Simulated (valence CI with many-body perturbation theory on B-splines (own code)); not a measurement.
The numbers below are computed, except where a source is named.
## A CI+MBPT run for Pd³⁹⁺

Level of theory: valence CI with perturbative core correlation (CI+MBPT): five valence electrons over a frozen Dirac-Fock core [He], a basis of 9 s, 9 p, 8 d, 6 f, 3 g, 1 h functions for each j, with the one-electron correlation potential Σ1 (screened to all orders), the two-electron term Σ2, the three-electron term Σ3, Breit, model QED; selected single and double excitations, second order for the rest (own B-spline code, finite nucleus).

Command, and the settings that its task file holds:

```sh
python run_cv.py task.json out
```

```
atom Pd  Z=46  mass_number=106  rms_radius_fm=4.5318
core [He]
valence 2s2 2p3
avg = 1
basis = M
breit = 1
cap = 40000
capref = 1200
cscale = 1
de = 0.0
dress = 0
eps = 2e-08
h = 0.27
hh = 1
l2 = 3
lcore = 6
maxit = 60
n2 = 5
natural = 1
nlev = 45
nno = [5, 5, 5, 4, 2, 1]
nroot = 26
nsp = [4, 4, 3, 2, 1, 0]
pt2 = 1
qed = 1
rpa = 1
s1 = 1
s2 = 1
s3 = 1
screen = 1
tol = 2e-05
```

It took 4.9 min on 1 thread of Intel(R) Xeon(R) Platinum 8259CL CPU @ 2.50GHz (Skylake/Cascade Lake), on a shared host.

Log. The first blocks belong to the next ion, which gives the ionisation energy. Fields: 2J, parity (1 odd), roots, reference size, generating configurations, candidates as configurations/state functions, variational space P, stored matrix elements, Davidson steps; e2 is the range of second-order energies in hartree. The first line gives the box (bohr), its intervals, the orbitals and the steps of their self-consistent field. Window is the range of levels sought, series limit the energy at which the first omitted orbital would enter, core excitation an estimate of the first excitation out of the core, left out the lowest levels not solved, and shifts from estimates the range by which levels moved from their first estimate, all in cm⁻¹.

```
rmax 2.1 intervals 56 orbitals 63 references ['2s2 2p3', '2s 2p4', '2p5'] scf 3 t 0.6
2J=0 par=0 roots 2 ref 28 generators 4 cand 3355/4621 P 2162/3040 nnz 1.2e+06 it 5
2J=0 par=0 roots 2 ref 28 generators 4 cand 1219/1609 P 2537/3563 nnz 1.6e+06 it 4
   second order: generators 9 cand 7372/12215 e2 -0.00003 -0.00002
reference levels 581, estimated 448, window 28884965 1/cm; series limit 40015173, core excitation 172126694
2J=3 par=1 roots 18 ref 87 generators 23 cand 28503/213619 P 2033/7999 nnz 5e+06 it 9
2J=3 par=1 roots 18 ref 87 generators 23 cand 27397/209346 P 7248/39999 nnz 7.8e+07 it 11
   second order: generators 44 cand 57108/543333 e2 -0.01007 -0.00099
2J=5 par=1 roots 12 ref 72 generators 18 cand 29102/257222 P 1876/8000 nnz 5.6e+06 it 6
2J=5 par=1 roots 12 ref 72 generators 20 cand 32358/291787 P 6407/39986 nnz 8.2e+07 it 7
   second order: generators 35 cand 51784/594322 e2 -0.00945 -0.00190
2J=1 par=1 roots 13 ref 58 generators 21 cand 25585/120527 P 2737/7998 nnz 4.2e+06 it 7
2J=1 par=1 roots 13 ref 58 generators 21 cand 24132/116226 P 10004/39997 nnz 6.9e+07 it 10
   second order: generators 38 cand 44157/272009 e2 -0.00231 -0.00030
2J=5 par=0 roots 15 ref 79 generators 21 cand 29942/259995 P 1984/7993 nnz 5.5e+06 it 6
2J=5 par=0 roots 15 ref 79 generators 22 cand 28926/255716 P 6564/39995 nnz 8.3e+07 it 8
   second order: generators 42 cand 57098/741359 e2 -0.00760 -0.00288
2J=1 par=0 roots 14 ref 59 generators 23 cand 26322/121780 P 2818/7995 nnz 4.4e+06 it 7
2J=1 par=0 roots 14 ref 59 generators 23 cand 24845/117481 P 10104/39999 nnz 7e+07 it 8
   second order: generators 45 cand 51502/315341 e2 -0.00156 -0.00017
2J=3 par=0 roots 18 ref 86 generators 21 cand 29273/215698 P 1938/7999 nnz 5.5e+06 it 6
2J=3 par=0 roots 18 ref 86 generators 22 cand 28271/211424 P 7051/40000 nnz 7.9e+07 it 9
   second order: generators 41 cand 53576/565602 e2 -0.00729 -0.00187
2J=7 par=1 roots 6 ref 44 generators 11 cand 23260/224326 P 1871/7983 nnz 5.5e+06 it 5
2J=7 par=1 roots 6 ref 44 generators 11 cand 22156/219395 P 5994/39992 nnz 9.3e+07 it 8
   second order: generators 21 cand 40826/499520 e2 -0.00311 -0.00224
2J=7 par=0 roots 7 ref 46 generators 12 cand 24055/226855 P 1891/7996 nnz 5.3e+06 it 5
2J=7 par=0 roots 7 ref 46 generators 12 cand 22961/221980 P 5847/39967 nnz 9.5e+07 it 5
   second order: generators 23 cand 40587/600536 e2 -0.00423 -0.00209
2J=9 par=0 roots 3 ref 22 generators 5 cand 13566/126092 P 1826/7982 nnz 6.1e+06 it 5
2J=9 par=0 roots 3 ref 22 generators 5 cand 12433/120632 P 5391/39999 nnz 1.2e+08 it 5
   second order: generators 11 cand 22014/291445 e2 -0.00069 -0.00045
2J=9 par=1 roots 2 ref 17 generators 4 cand 12109/122131 P 1434/7997 nnz 8.2e+06 it 4
2J=9 par=1 roots 2 ref 17 generators 4 cand 11345/116648 P 4361/35957 nnz 1.3e+08 it 5
   second order: generators 8 cand 23541/298895 e2 -0.00054 -0.00019
2J=11 par=1 roots 1 ref 4 generators 1 cand 5479/57317 P 1549/7995 nnz 7.8e+06 it 5
2J=11 par=1 roots 1 ref 4 generators 1 cand 4692/51819 P 3604/29262 nnz 1e+08 it 5
   second order: generators 4 cand 12674/170420 e2 -0.00010 -0.00010
left out: unestimated 36619984, estimated 30400133, shifts from estimates -149 to 306
operators 0.3
```

The Davidson iterations converged.

No measured spectrum was set against this ion. As an estimate, large intervals hold to a few tenths of a per cent, small ones and those within an open d or f shell to about a per cent. Among the levels kept, up to 1700 cm⁻¹ of a level comes from second order outside the variational space, and about a tenth of that is noise between levels of different J, which matters for small intervals.

| Quantity | Value |
| --- | --- |
| Valence energy | -1187.29 hartree |
| Ionisation energy | 5879.1 eV (NIST: 5880 ± 40 eV (semi-empirical)) |
| Reference configurations for the orbitals | 2s2 2p3, 2s 2p4, 2p5 |
| Radial orbitals | 63 |
| Box radius | 2.107 bohr |
| Largest variational space | 40000 |
| Lowest levels | (2s^2 2p1/2^2 2p3/2) J=3/2 0.000, (2s^2 2p1/2 2p3/2^2) J=3/2 11.178, (2s^2 2p1/2 2p3/2^2) J=5/2 12.459, (2s^2 2p1/2 2p3/2^2) J=1/2 14.239, (2s 2p1/2^2 2p3/2^2) J=5/2 24.042, (2s^2 2p3/2^3) J=3/2 25.478, (2s 2p1/2^2 2p3/2^2) J=1/2 28.014, (2s 2p1/2^2 2p3/2^2) J=3/2 28.109, (2s 2p1/2 2p3/2^3) J=3/2 [a] 36.646, (2s 2p1/2 2p3/2^3) J=5/2 38.619, (2s 2p1/2 2p3/2^3) J=1/2 40.637, (2s 2p1/2 2p3/2^3) J=3/2 [b] 41.513, (2s 2p3/2^4) J=1/2 53.145, (2p1/2^2 2p3/2^3) J=3/2 55.777 Ry |

Levels are named by their leading jj configuration (3d3/2^4 stands for four electrons in 3d with j = 3/2), which in mixed levels can hold well under half, so a name can repeat and another be missing. Letters in brackets count levels of one name in rising energy.
